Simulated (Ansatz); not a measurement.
System: C$_{2}$H$_{11}$OSi$_{2}$, net charge 1, singlet state. It need not be the lowest isomer of its formula. 
Coordinates optimised at B3LYP-D3(BJ)/def2-TZVP (Ansatz, an electronic-structure program):
SMILES: C[SiH](C)[OH+][SiH3]
```xyz
16

Si    -0.8570    -0.0970    -0.4704
C     -1.5062     1.5692    -0.9106
C     -1.9624    -1.2045     0.5006
O      0.5721     0.2230     0.6199
Si     2.2682    -0.2181     0.3116
H     -0.0922    -0.7658    -1.5374
H     -2.3297     1.4556    -1.6212
H     -0.7447     2.1913    -1.3829
H     -1.9028     2.0948    -0.0391
H     -1.4534    -2.1183     0.8104
H     -2.3636    -0.7051     1.3853
H     -2.8145    -1.4935    -0.1211
H      2.2420    -1.6781     0.1775
H      2.9312     0.2837     1.5212
H      2.6078     0.4944    -0.9241
H      0.3976     0.6810     1.4555
```
Charge +1, spin multiplicity 1.

Basis-set convergence of Hartree-Fock and CCSD(T) correlation energies (hartree) with Ansatz. Valence correlation only, unless marked. Spin-orbit coupling is left out. No relativistic terms.

| basis | functions | E(HF) | E(corr, CCSD(T)) |
|---|---|---|---|
| cc-pV(D+d)Z | 143 | -734.73392 | -0.76882 |
| cc-pV(T+d)Z | 322 | -734.81623 | -0.93711 |
| cc-pV(Q+d)Z | 623 | -734.83583 | -0.98985 |

Extrapolating the two largest sets (X = 3 and 4) as X^-3: E(corr) = (64·(-0.98985) - 27·(-0.93711))/37 = -1.0283 Eh, an estimate of the basis-set limit. The largest set recovers 96.3 % of it, the smallest 74.8 %.
